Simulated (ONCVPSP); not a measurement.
## What the settings do to the ONCV potential of krypton (Kr)

Base potential:

ONCVPSP 4.0.1 input, shortened (lines: element, Z, core and valence counts, functional; n l f; lmax; l rc ep ncon nbas qcut; lloc lpopt rc5 dvloc0; l nproj debl; icmod fcfact rcfact), PBEsol, scalar-relativistic:

```
  Kr 36.00    5    3  -116133      upf
    1    0    2.00
    2    0    2.00
    2    1    6.00
    3    0    2.00
    3    1    6.00
    3    2   10.00
    4    0    2.00
    4    1    6.00
    2
    0    1.20    0.00    4    7    4.60
    1    1.40    0.00    4    8    5.90
    2    0.85    0.00    4    9   21.70
    4    4    0.70    0.00
    0    1    2.60
    1    2    2.70
    2    3    1.10
    3    4.50    1.75
```

In the d channel the program set the typed energies aside and used -2.991, 0.250, 1.350 Ha.

All-electron outer shells of the reference configuration (PBEsol, scalar-relativistic, ld1.x):

| shell | level (eV) | outermost node (bohr) | outermost maximum (bohr) |
| --- | --- | --- | --- |
| 3s | -263.51 | 0.22 | 0.47 |
| 3p | -194.95 | 0.20 | 0.46 |
| 3d | -81.40 | – | 0.41 |
| 4s | -23.04 | 0.64 | 1.34 |
| 4p | -9.24 | 0.67 | 1.55 |

Cutoffs, loose and tight: the cutoffs (Ha) at which the residual kinetic energy of the hardest occupied pseudo-wave falls to 1 and 0.1 mHa per electron. They do not see the model core or the augmentation charge, which bear on the density cutoff. Test errors are all-electron minus pseudo excitation energies from the reference, over the configurations 3d10 4s2 4p5; 3d10 4s2 4p4; 3d10 4s2 4p3; 3d10 4s2 4p2. A dash means not determined; rows that change the core or the reference have their own tests.

A true bound ghost makes a file unfit for plane-wave use even where its test errors are small: the radial tests pick states by their node count and pass the ghost by.

| change | outcome | cutoff, loose | cutoff, tight | bound ghosts | GHOST(+) flags above zero | largest test error (meV) |
| --- | --- | --- | --- | --- | --- | --- |
| base | generated, projector energies reset by the program | 171 Ha | 191 Ha | s | p | +19 |
| p: rc 1.32 | generated, projector energies reset by the program | 171 Ha | 191 Ha | s | p | +17 |
| s: qcut 3 | generated, projector energies reset by the program | 171 Ha | 191 Ha | s | p | +13 |
| s: ncon 3, nbas 6 | generated, projector energies reset by the program | 171 Ha | 191 Ha | s | p | +19 |
| p: qcut 3.3 | generated, projector energies reset by the program | 171 Ha | 191 Ha | s | p | +8.0 |
| p: rc 1.26 | generated, projector energies reset by the program | 171 Ha | 191 Ha | s | p | +13 |
| d: nproj 1 | generated | 171 Ha | 191 Ha | s | p | +19 |
| all radii but the core radius scaled by about 1.03 (s 1.24, p 1.44, d 0.88 bohr); local potential polynomial inside 0.72 bohr (lpopt 4, dvloc0 0 Ha) | generated, projector energies reset by the program | 165 Ha | 186 Ha | s | p | +17 |
| core correction Teter function, fcfact 4.5, rcfact 1.46 | generated, projector energies reset by the program | 171 Ha | 191 Ha | s | p | +19 |
| core correction Teter function, fcfact 2.4, rcfact 1.75 | generated, projector energies reset by the program | 171 Ha | 191 Ha | s | p | +19 |
| local potential polynomial inside 0.70 bohr (lpopt 4, dvloc0 6 Ha) | generated, projector energies reset by the program | 171 Ha | 191 Ha | s | p | -9.8 |

Problem. What comes out with this change to the base: core correction polynomial model core, fcfact 0.45?

Solution. outcome: generated, projector energies reset by the program; cutoff, loose: 171 Ha; cutoff, tight: 191 Ha; bound ghosts: s; GHOST(+) flags above zero: p; largest test error (meV): +24.
